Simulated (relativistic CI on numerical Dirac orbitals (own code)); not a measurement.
Calculated at this level of theory: Dirac equation for one electron, model QED (radiative potential, 1s self-energy scaled to tabulated hydrogen-like ionisation energies) (own radial code, finite nucleus).

CI space: 1s, 2s, 2p, 3s, 3p, 3d, 4s, 4p, 4d, 4f, 5s, 5p, 5d, 5f, 5g, 6s, 6p, 6d. Levels of other configurations are missing.

Outline of the computed level scheme of Kr XXXVI. Lowest level of each configuration: 1s 2S_1/2 at 0.0 eV; 2p 2P°_1/2 at 13429.4 eV; 2s 2S_1/2 at 13431.1 eV; 3p 2P°_1/2 at 15942.1 eV; 3s 2S_1/2 at 15942.6 eV; 3d 2D_3/2 at 15965.7 eV; 4p 2P°_1/2 at 16818.3 eV; 4s 2S_1/2 at 16818.5 eV; 4d 2D_3/2 at 16828.2 eV.

Some strong electric-dipole decays among the lowest 14 levels: 2p 2P°_1/2 → 1s 2S_1/2 (1.1e+15 s⁻¹); 2p 2P°_3/2 → 1s 2S_1/2 (1.0e+15 s⁻¹); 3p 2P°_3/2 → 1s 2S_1/2 (2.8e+14 s⁻¹); 3p 2P°_1/2 → 1s 2S_1/2 (2.8e+14 s⁻¹); 4p 2P°_3/2 → 1s 2S_1/2 (1.1e+14 s⁻¹); 4p 2P°_1/2 → 1s 2S_1/2 (1.1e+14 s⁻¹); 3d 2D_5/2 → 2p 2P°_3/2 (1.1e+14 s⁻¹); 3d 2D_3/2 → 2p 2P°_1/2 (9.3e+13 s⁻¹).
